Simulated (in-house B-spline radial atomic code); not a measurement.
Results of a calculation; reference values are marked as such.
Sn ion on N atom: potential, deflection and energy transfer

The pair potential comes from two frozen, spherical free-atom densities (PBE, B-spline radial code, scalar-relativistic past argon): electrostatics plus the change in Thomas-Fermi kinetic and Dirac exchange energy where they overlap, the recipe behind the universal ZBL potential, which averages such potentials (from solid-state densities) over many pairs. It is written V = (Z1 Z2 e²/r) φ(r/a), with e² = 14.3996 eV·Å and a = 0.46850 Å/(Z1^0.23 + Z2^0.23); ZBL's fit is φ = 0.18175 e^(−3.1998x) + 0.50986 e^(−0.94229x) + 0.28022 e^(−0.4029x) + 0.02817 e^(−0.20162x). Where φ falls below 4e-4 it is continued as an exponential.

Masses 118.71 and 14.01 u.

```csv
x = r/a,"φ, this pair","φ, ZBL"
0.1,0.8839,0.8928
0.5,0.6092,0.6096
1.5,0.3038,0.2995
3,0.1375,0.1292
5,0.05696,0.05224
8,0.01889,0.01705
12,0.005197,0.00474
17,0.001124,0.001212
```

(1) At x = 1 the electrostatic, kinetic and exchange parts are 13352.68, 5025.7 and -201.15 eV. Find r, V and φ.

(2) The ion comes in at 41 keV with impact parameter 0.2329 Å. The scattering integral gives a centre-of-mass angle of 58.54° and a closest approach of 2.864 a. What are the reduced energy, the energy passed on and the laboratory angles?

## Answers

(1) a = 0.46850/(2.4590 + 1.5645) = 0.11644 Å, so r = 0.11644 Å. V = 13352.68 + 5025.7 + (-201.15) = 18177.23 eV. The bare repulsion is 50 × 7 × 14.3996/0.11644 = 43283 eV, so φ = 0.4200, +0.8 % against ZBL's 0.4164. The kinetic (Pauli) term is 28 % of V here.

(2) ε = E a M2/(Z1 Z2 e² (M1 + M2)) = 41000 × 2.4389e-06 = 0.1. The most that one collision can pass on is γE with γ = 4 M1 M2/(M1 + M2)² = 0.3777. Here T = γE sin²(θ/2) = 0.3777 × 41000 × 0.239 = 3702 eV. The ion turns by arctan(sin θ/(cos θ + M1/M2)) = 5.4°, and the struck atom leaves at (180° − θ)/2 = 60.7°. The closest approach is 0.333 Å. With ZBL the angle would be 57.39° and T = 3570 eV.
